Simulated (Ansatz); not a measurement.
Abridged output of a molecular run in Ansatz:

```
Functional definition: HF
1532 factors; integrals over basis functions are off by at most 1.1e-3 eV
mean field evaluation 1: about -21036.2080 eV, gradient 4.9e1 eV
mean field evaluation 2: about -21036.4784 eV, gradient 4.9e1 eV
mean field evaluation 4: about -21041.6674 eV, gradient 4.1e0 eV
mean field evaluation 8: about -21041.7580 eV, gradient 3.7e-1 eV
mean field evaluation 16: about -21041.7591 eV, gradient 2.8e-6 eV
mean field -21041.75907977 eV, -773.2703835649 hartree, gradient 2.8e-6 eV, S^2 0.000000; 0 other end points of the search recorded, 0 dependent functions left out
13 core orbitals not correlated: weight in the atoms' cores, before any rotation towards them, 1.000 or more for the frozen orbitals, at most 0.000 for the correlated occupied ones
reference -21041.75907977 eV, -773.2703835649 hartree; 15, 15 occupied and 233, 233 virtual orbitals, 1532 factors
second order -23.68826602 eV of doubles, -0.00000000 eV of singles
cycle   1  -24.16782941 eV  change   -4.8e-1 eV  update   1.1e-1
cycle   2  -24.74276911 eV  change   -5.7e-1 eV  update   3.5e-2
cycle   3  -24.88011381 eV  change   -1.4e-1 eV  update   1.9e-2
cycle   4  -24.86713253 eV  change    1.3e-2 eV  update   4.7e-3
cycle   5  -24.86306900 eV  change    4.1e-3 eV  update   2.1e-3
cycle   6  -24.86385190 eV  change   -7.8e-4 eV  update   7.0e-4
cycle   7  -24.86355726 eV  change    2.9e-4 eV  update   3.0e-4
cycle   8  -24.86342166 eV  change    1.4e-4 eV  update   1.2e-4
cycle   9  -24.86348198 eV  change   -6.0e-5 eV  update   5.6e-5
cycle  10  -24.86348571 eV  change   -3.7e-6 eV  update   2.3e-5
perturbative correction -0.94782240 eV, -0.0348318309 hartree
Total energy: -21067.57038788 eV, -774.2189316425 hartree
```

Its atoms:

Cartesian coordinates in Å:
```
N -0.0808 -1.7402 0.1089
Si 0.2354 -0.1932 0.7505
C -0.8119 1.1526 0.0782
Si 0.6733 1.7025 -1.0375
F 0.5042 0.5150 -2.1608
H -0.3072 -1.8025 -0.8727
H 0.4845 -2.5230 0.3974
H 0.4881 -0.2669 2.2069
H -1.0811 1.9134 0.8118
H -1.6916 0.8252 -0.4768
H 1.5871 0.4171 0.1942
```

(1) Which basis set was used?
A. cc-pV(Q+d)Z
B. def2-TZVPP
C. def2-TZVPPD
D. def2-QZVPP

(2) Write the keys of the input that set method, charge and spin (a neutral closed shell needs none for the last two).

Answers

(1) B. It gives 261 functions.

(2) 
```yaml
correlation: {method: ccsd_t}
```
